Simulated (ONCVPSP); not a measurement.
## What one change does to a pseudopotential (Pd, ONCV)

ONCVPSP 4.0.1 input, shortened (lines: element, Z, core and valence counts, functional; n l f; lmax; l rc ep ncon nbas qcut; lloc lpopt rc5 dvloc0; l nproj debl; icmod fcfact rcfact), PBEsol, non-relativistic:

```
  Pd 46.00    6    3  -116133      upf
    1    0    2.00
    2    0    2.00
    2    1    6.00
    3    0    2.00
    3    1    6.00
    3    2   10.00
    4    0    2.00
    4    1    6.00
    4    2   10.00
    2
    0    1.10    0.00    4    8    5.40
    1    1.70    0.00    4    8    8.10
    2    1.10    0.00    4    9    9.60
    2    5    1.10    0.00
    0    2    1.50
    1    1    3.60
    2    0    1.60
    3    2.00    1.65
```

In the s channel the program set the typed energies aside and used -2.884, 0.250 Ha.

All-electron outer shells of the reference configuration (PBEsol, non-relativistic, ld1.x):

| shell | level (eV) | outermost node (bohr) | outermost maximum (bohr) |
| --- | --- | --- | --- |
| 4s | -78.47 | 0.47 | 0.88 |
| 4p | -49.18 | 0.46 | 0.92 |
| 4d | -4.11 | 0.45 | 1.09 |

Change: scalar-relativistic. In the s channel the program set the typed energies aside and used -3.133, 0.250 Ha.

Cutoffs: the cutoffs (Ha) at which the residual kinetic energy of the hardest occupied pseudo-wave falls to 1 and 0.1 mHa per electron; they do not see the model core or the augmentation charge, which bear on the density cutoff. Errors are all-electron minus pseudo energies relative to the spin-unpolarised reference configuration.

**Question.** Predict the effect on cutoff, ghosts and configuration errors.

**Answer.** The potential gets neither clearly harder nor softer (141 Ha and 170 Ha → 142 Ha and 182 Ha); of the 3 tests that both files solve, the error grows in 2 and shrinks in 0 by more than 15 % and 0.3 meV (median size 0.3 → 1.4 meV); neither file shows a bound ghost.

```csv
quantity,base,changed
"cutoff, loose",141 Ha,142 Ha
"cutoff, tight",170 Ha,182 Ha
loose cutoff by channel,"s 141 Ha, p 18 Ha, d 33 Ha","s 142 Ha, p 18 Ha, d 33 Ha"
bound ghosts,none,none
GHOST(+) flags under 300 eV,none,none
tests with a reliable result,3 of 4,3 of 4
"error for 4s2 4p6 4d9, meV [ΔE 9.26 → 9.12 eV]",+0.3,+1.1
"error for 4s2 4p6 4d8, meV [ΔE 30.36 → 29.94 eV]",+3.2,+3.3
"error for 4s2 4p6 4d9 5s1, meV [ΔE 2.20 → 1.51 eV]",-0.1,+1.4
s: phases at 1.12 bohr within 0.05 rad from the reference energy up to (Ha; the scan ends near 5),to the end of the scan,to the end of the scan
p: phases at 1.73 bohr within 0.05 rad from the reference energy up to (Ha; the scan ends near 5),0.6,0.6
d: phases at 1.12 bohr within 0.05 rad from the reference energy up to (Ha; the scan ends near 5),to the end of the scan,to the end of the scan
"rms error of d²Exc/dni dnj with the model core, mHa",1.21,1.30
```
